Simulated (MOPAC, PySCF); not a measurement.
[Cr(=O)2(Cl)2], neutral singlet in the gas phase. 

Z-matrix (Å, degrees):
```
Cr
O 1 1.5568
O 1 1.5570 2 108.81
Cl 1 2.1293 2 109.15 3 -119.05
Cl 1 2.1295 2 109.17 3 119.10
```
Charge 0, spin multiplicity 1.

All levels are single points at this geometry (TPSS-D3(BJ)/def2-SVP); Pople sets use spherical d functions. Orbital energies aren't observables, and empty levels follow the basis.

SVWN5/6-31G* (LANL2DZ on Cr) in PySCF gives HOMO (eV) = -8.56.

Problem. Estimate the HOMO (eV) from each of these levels: B3LYP-D3(BJ)/def2-TZVP in PySCF; PBE-D3(BJ)/def2-TZVP in PySCF; TPSSh-D3(BJ)/def2-TZVP in PySCF; B3LYP/3-21G in PySCF; B3LYP/6-311+G** (LANL2DZ on Cr) in PySCF; B3LYP/6-31G* (LANL2DZ on Cr) in PySCF; BP86/6-31G* (LANL2DZ on Cr) in PySCF; PBE/6-31G* (LANL2DZ on Cr) in PySCF; HF/3-21G in PySCF; HF/6-31G* (LANL2DZ on Cr) in PySCF; HF/STO-3G in PySCF; PM7 in MOPAC.

Solution. 
```tsv
level	HOMO (eV)
B3LYP-D3(BJ)/def2-TZVP in PySCF	-9.55
PBE-D3(BJ)/def2-TZVP in PySCF	-8.33
TPSSh-D3(BJ)/def2-TZVP in PySCF	-9.08
B3LYP/3-21G in PySCF	-9.70
B3LYP/6-311+G** (LANL2DZ on Cr) in PySCF	-9.66
B3LYP/6-31G* (LANL2DZ on Cr) in PySCF	-9.56
BP86/6-31G* (LANL2DZ on Cr) in PySCF	-8.52
PBE/6-31G* (LANL2DZ on Cr) in PySCF	-8.40
HF/3-21G in PySCF	-13.32
HF/6-31G* (LANL2DZ on Cr) in PySCF	-13.07
HF/STO-3G in PySCF	-11.04
PM7 in MOPAC	-11.85
```
